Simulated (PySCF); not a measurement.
Input for PySCF: D3(BJ) and D4 dispersion corrections on ClH2NPb (SMILES [NH2][Pb][Cl]), a point of a torsion scan.

```python
from pyscf import gto
from pyscf.dispersion import dftd3, dftd4

mol = gto.M(
    atom='''
    N    -0.83368217   -0.08084010   -0.05545035
    Pb    1.15230635   -0.54121570   -0.63632538
    Cl    0.95141732   -2.99154906   -0.19099213
    H    -1.28080125    0.82194539   -0.04839456
    H    -1.51158894   -0.74975565    0.27043877
    ''',
    basis='def2-svp',
    charge=0, spin=0, verbose=0, max_memory=1800)
d3, d4 = {}, {}
for xc in ['hf', 'pbe', 'blyp', 'revpbe', 'tpss', 'r2scan', 'b3lyp', 'pbe0', 'bhlyp', 'camb3lyp', 'b2plyp']:
    d3[xc] = float(dftd3.DFTD3Dispersion(mol, xc=xc, version='d3bj', atm=False).get_dispersion()['energy'])
    print(f'D3(BJ) {xc:10s} {d3[xc]:14.8f} Eh')
for xc in ['hf', 'pbe', 'blyp', 'revpbe', 'tpss', 'r2scan', 'b3lyp', 'pbe0', 'bhlyp', 'camb3lyp', 'b2plyp']:
    d4[xc] = float(dftd4.DFTD4Dispersion(mol, xc={'camb3lyp': 'cam-b3lyp'}.get(xc, xc), atm=True).get_dispersion()['energy'])
    print(f'D4     {xc:10s} {d4[xc]:14.8f} Eh')
```

Program output:

```
D3(BJ) hf            -0.03233155 Eh
D3(BJ) pbe           -0.00373088 Eh
D3(BJ) blyp          -0.00890293 Eh
D3(BJ) revpbe        -0.00859565 Eh
D3(BJ) tpss          -0.00497413 Eh
D3(BJ) r2scan        -0.00100735 Eh
D3(BJ) b3lyp         -0.00753480 Eh
D3(BJ) pbe0          -0.00351373 Eh
D3(BJ) bhlyp         -0.00699100 Eh
D3(BJ) camb3lyp      -0.00370318 Eh
D3(BJ) b2plyp        -0.00409664 Eh
D4     hf            -0.01279283 Eh
D4     pbe           -0.00403425 Eh
D4     blyp          -0.00858007 Eh
D4     revpbe        -0.00975410 Eh
D4     tpss          -0.00537085 Eh
D4     r2scan        -0.00084618 Eh
D4     b3lyp         -0.00667648 Eh
D4     pbe0          -0.00342459 Eh
D4     bhlyp         -0.00634227 Eh
D4     camb3lyp      -0.00358342 Eh
D4     b2plyp        -0.00275560 Eh
```

The run finished.

Cost: roughly 0.05 core-seconds.
